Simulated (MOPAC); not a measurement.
Job for MOPAC: PM7 on CH6ClN (a complex).

```
PM7 1SCF PRECISE CHARGE=0 THREADS=1
CH6ClN

Cl     0.01282134 1    -0.03239786 1     0.03733617 1
H     -0.19402294 1     0.39193643 1    -1.15764732 1
C     -0.17861423 1     0.55785707 1     3.53968958 1
N      0.37093694 1    -0.71083603 1     3.06515167 1
H     -1.19647358 1     0.66935234 1     3.16338732 1
H      0.40796863 1     1.37878840 1     3.12487285 1
H     -0.20378821 1     0.67415677 1     4.63171466 1
H     -0.16538628 1    -1.49427720 1     3.41695623 1
H      1.32519439 1    -0.83459151 1     3.38013565 1
```

It printed:

```
*******************************************************************************
 **                                                                           **
 **                              MOPAC v23.2.5                                **
 **                                                                           **
 *******************************************************************************
 ** MOPAC's Digital Object Identifier: https://doi.org/10.5281/zenodo.6511958 **
 **                                                                           **
 ** Please cite the open-source release paper for use of this MOPAC version:  **
 ** J. E. Moussa and J. J. P. Stewart (2026)                                  **
 ** MOPAC: An open-source semiempirical molecular orbital program             **
 ** J. Open Source Softw., 11(119), 8025, https://doi.org/10.21105/joss.08025 **
 *******************************************************************************

                              PM7 CALCULATION RESULTS

 *******************************************************************************
 *  PM7        - The PM7 Hamiltonian to be used
 *
 *
 *
 *                 CHARGE ON SYSTEM = 0
 *
 *
 *
 *  PRECISE    - TIGHTER CRITERIA TO BE USED
 *  1SCF       - DO 1 SCF AND THEN STOP
 *  THREADS=1  - MULTI-THREADING NOT USED
 *  T=         - A TIME OF 172800.0 SECONDS REQUESTED
 *  DUMP=N     - RESTART FILE WRITTEN EVERY 7200.0 SECONDS REQUESTED
 *******************************************************************************
PM7 1SCF PRECISE CHARGE=0 THREADS=1
 CH6ClN

   ATOM   CHEMICAL          X               Y               Z
  NUMBER   SYMBOL      (ANGSTROMS)     (ANGSTROMS)     (ANGSTROMS)

     1      Cl          0.01282134  *  -0.03239786  *   0.03733617  *
     2       H         -0.19402294  *   0.39193643  *  -1.15764732  *
     3       C         -0.17861423  *   0.55785707  *   3.53968958  *
     4       N          0.37093694  *  -0.71083603  *   3.06515167  *
     5       H         -1.19647358  *   0.66935234  *   3.16338732  *
     6       H          0.40796863  *   1.37878840  *   3.12487285  *
     7       H         -0.20378821  *   0.67415677  *   4.63171466  *
     8       H         -0.16538628  *  -1.49427720  *   3.41695623  *
     9       H          1.32519439  *  -0.83459151  *   3.38013565  *



          CARTESIAN COORDINATES

    NO.       ATOM           X           Y           Z

     1        Cl          0.0128     -0.0324      0.0373
     2         H         -0.1940      0.3919     -1.1576
     3         C         -0.1786      0.5579      3.5397
     4         N          0.3709     -0.7108      3.0652
     5         H         -1.1965      0.6694      3.1634
     6         H          0.4080      1.3788      3.1249
     7         H         -0.2038      0.6742      4.6317
     8         H         -0.1654     -1.4943      3.4170
     9         H          1.3252     -0.8346      3.3801

 General Reference for PM7:
 "Optimization of Parameters for Semiempirical Methods VI: More Modifications to the
 NDDO Approximations and Re-optimization of Parameters", J. J. P. Stewart, J. Mol. Mod., 1:32, 19 (2013)
 https://link.springer.com/article/10.1007/s00894-012-1667-x

           Empirical Formula: C H6 N Cl  =     9 atoms



      MOLECULAR POINT GROUP   :   Cs


      RHF CALCULATION, NO. OF DOUBLY OCCUPIED LEVELS = 11


 -------------------------------------------------------------------------------
 PM7 1SCF PRECISE CHARGE=0 THREADS=1
 CH6ClN



     1SCF WAS SPECIFIED, SO BFGS WAS NOT USED
     SCF FIELD WAS ACHIEVED


                              PM7 CALCULATION
                                                       MOPAC v23.2.5 Linux




          FINAL HEAT OF FORMATION =        -24.82688 KCAL/MOL =    -103.87569 KJ/MOL


          COSMO AREA              =        110.22 SQUARE ANGSTROMS
          COSMO VOLUME            =         90.14 CUBIC ANGSTROMS

          IONIZATION POTENTIAL    =          9.327393 EV
          HOMO LUMO ENERGIES (EV) =         -9.327  2.511
          NO. OF FILLED LEVELS    =         11
          MOLECULAR WEIGHT        =         67.5181         POINT GROUP:  Cs

          MOLECULAR DIMENSIONS (Angstroms)

            Atom       Atom       Distance
            H     7    H     2     5.79624
            H     9    H     5     2.94080
            H     8    H     6     2.76789


          SCF CALCULATIONS        =          1





   ATOM   CHEMICAL          X               Y               Z
  NUMBER   SYMBOL      (ANGSTROMS)     (ANGSTROMS)     (ANGSTROMS)

     1      Cl          0.01282134  *  -0.03239786  *   0.03733617  *
     2       H         -0.19402294  *   0.39193643  *  -1.15764732  *
     3       C         -0.17861423  *   0.55785707  *   3.53968958  *
     4       N          0.37093694  *  -0.71083603  *   3.06515167  *
     5       H         -1.19647358  *   0.66935234  *   3.16338732  *
     6       H          0.40796863  *   1.37878840  *   3.12487285  *
     7       H         -0.20378821  *   0.67415677  *   4.63171466  *
     8       H         -0.16538628  *  -1.49427720  *   3.41695623  *
     9       H          1.32519439  *  -0.83459151  *   3.38013565  *

                             CARTESIAN COORDINATES

   1   Cl        0.012821340    -0.032397860     0.037336170
   2    H       -0.194022940     0.391936430    -1.157647320
   3    C       -0.178614230     0.557857070     3.539689580
   4    N        0.370936940    -0.710836030     3.065151670
   5    H       -1.196473580     0.669352340     3.163387320
   6    H        0.407968630     1.378788400     3.124872850
   7    H       -0.203788210     0.674156770     4.631714660
   8    H       -0.165386280    -1.494277200     3.416956230
   9    H        1.325194390    -0.834591510     3.380135650


           Empirical Formula: C H6 N Cl  =     9 atoms



      MOLECULAR POINT GROUP   :   Cs


                  EIGENVALUES
 -35.23594 -25.70141 -23.63537 -16.87724 -15.44102 -14.64291 -14.03836 -12.56328
 -11.10141 -11.10137  -9.32739   2.51135   3.81384   5.49562   5.65450   6.24163
   6.82053   7.16801  70.37817  70.45797  70.46803  70.89152  70.89219


              NET ATOMIC CHARGES AND DIPOLE CONTRIBUTIONS

  ATOM NO.   TYPE          CHARGE      No. of ELECS.   s-Pop       p-Pop       d-Pop
    1         Cl          -0.197298        7.1973     1.98245     5.21201     0.00283
    2          H           0.195245        0.8048     0.80476
    3          C          -0.273176        4.2732     1.05196     3.22122
    4          N          -0.604969        5.6050     1.64157     3.96340
    5          H           0.147455        0.8525     0.85254
    6          H           0.147451        0.8525     0.85255
    7          H           0.108929        0.8911     0.89107
    8          H           0.238182        0.7618     0.76182
    9          H           0.238181        0.7618     0.76182
 DIPOLE           X         Y         Z       TOTAL
 POINT-CHG.    -0.376     0.871    -0.019     0.949
 HYBRID         0.088    -0.156     0.619     0.644
 SUM           -0.288     0.714     0.600     0.976


          ATOMIC ORBITAL ELECTRON POPULATIONS

     Atom    s        px        py        pz      x^2-y^2     xz        z^2       yz        xy
    1 Cl   1.98245   1.97958   1.91442   1.31801   0.00002   0.00029   0.00185   0.00064   0.00003
    2  H   0.80476
    3  C   1.05196   1.14255   0.97225   1.10641
    4  N   1.64157   1.17773   1.11548   1.67019
    5  H   0.85254
    6  H   0.85255
    7  H   0.89107
    8  H   0.76182
    9  H   0.76182

 **********************
 *                    *
 * JOB ENDED NORMALLY *
 *                    *
 **********************




 == MOPAC DONE ==
```

The run finished.

Cost: roughly 0.03 core-seconds.
